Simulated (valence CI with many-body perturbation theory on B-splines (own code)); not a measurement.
**Valence orbitals of Mo20+**

Level of theory: valence CI with perturbative core correlation (CI+MBPT): four valence electrons over a frozen Dirac-Fock core [Ar], a basis of 9 s, 9 p, 10 d, 8 f, 5 g, 3 h, 1 i functions for each j, with the one-electron correlation potential Σ1, the two-electron term Σ2, the three-electron term Σ3, Breit, model QED; selected CI, second order for the rest (own B-spline code, finite nucleus).

No measured spectrum was set against this ion. As an estimate, terms of the open shell hold to 2 to 4 % of their energy, and close levels can change places. Core correlation moves these levels by up to 9600 cm⁻¹, and in measured spectra 5 to 20 % of such shifts remained as error; rates that hang on mixing are uncertain with them. Only levels of the ground parity were solved; by the run's estimate the other parity begins above the list, which can be wrong where configurations are misplaced.

These are the spectroscopic orbitals of the CI (the correlating ones are not listed), shaped by the core and the other valence electrons. h is the expectation value of the core's Dirac-Fock operator, without the valence repulsion; Σ1 is computed up to l = 3 at one energy for each symmetry, that of its lowest orbital but kept below the first core excitation, so for empty shells it is not the orbital's own correlation shift; Breit and QED include the response of the core.

| Orbital | h (hartree) | Σ1 (cm⁻¹) | Breit (cm⁻¹) | QED (cm⁻¹) | ⟨r⟩ (bohr) |
| --- | --- | --- | --- | --- | --- |
| 4s1/2 | -23.598 | -6998 | 1319 | 944 | 0.8246 |
| 5s1/2 | -14.153 | -2536 | 624 | 451 | 1.375 |
| 6s1/2 | -9.4425 | -1240 | 338 | 247 | 2.072 |
| 4p1/2 | -22.363 | -8184 | 2047 | -71.5 | 0.8346 |
| 5p1/2 | -13.558 | -3004 | 1000 | -34.0 | 1.401 |
| 6p1/2 | -9.1126 | -1479 | 554 | -18.6 | 2.115 |
| 4p3/2 | -22.08 | -7954 | 1293 | 19.8 | 0.8463 |
| 5p3/2 | -13.426 | -2963 | 632 | 10.3 | 1.416 |
| 6p3/2 | -9.0395 | -1467 | 361 | 5.9 | 2.133 |
| 3d3/2 | -39.631 | -21537 | 2552 | -334 | 0.3595 |
| 4d3/2 | -20.22 | -7925 | 835 | -80.7 | 0.8398 |
| 5d3/2 | -12.552 | -3161 | 411 | -37.4 | 1.443 |
| 3d5/2 | -39.456 | -21098 | 955 | -228 | 0.3619 |
| 4d5/2 | -20.162 | -7830 | 362 | -50.3 | 0.8427 |
| 5d5/2 | -12.524 | -3120 | 178 | -22.9 | 1.447 |
| 4f5/2 | -18.482 | -13980 | 5.9 | -36.4 | 0.7935 |
| 5f5/2 | -11.77 | -6157 | 2.2 | -19.1 | 1.423 |
| 4f7/2 | -18.468 | -13300 | -118 | -27.3 | 0.7944 |
| 5f7/2 | -11.762 | -5832 | -57.9 | -14.2 | 1.424 |
| 5g7/2 | -11.386 |  | -0.4 | -2.9 | 1.299 |
| 5g9/2 | -11.383 |  | -8.3 | -0.7 | 1.300 |

Among the shells of the start configuration 3d4, Σ1 is largest in size for 3d3/2, where it is 0.25 % of h.

Lowest root of each symmetry, sizes in configuration state functions:

| J | Parity | Roots | Reference | Variational | Second order | Change by selected CI (cm⁻¹) | Change by second order (cm⁻¹) |
| --- | --- | --- | --- | --- | --- | --- | --- |
| 0 | even | 5 | 19 | 7151 | 28833 | -8407 | -2 |
| 1 | even | 4 | 43 | 17060 | 64681 | -7830 | -3 |
| 2 | even | 8 | 61 | 25383 | 89577 | -7590 | -4 |
| 3 | even | 6 | 57 | 24186 | 121164 | -7608 | -11 |
| 4 | even | 7 | 48 | 24867 | 90444 | -7882 | -11 |
| 5 | even | 2 | 29 | 22552 | 10403 | -9948 | -9 |
| 6 | even | 2 | 15 | 18943 | 7449 | -10001 | -5 |
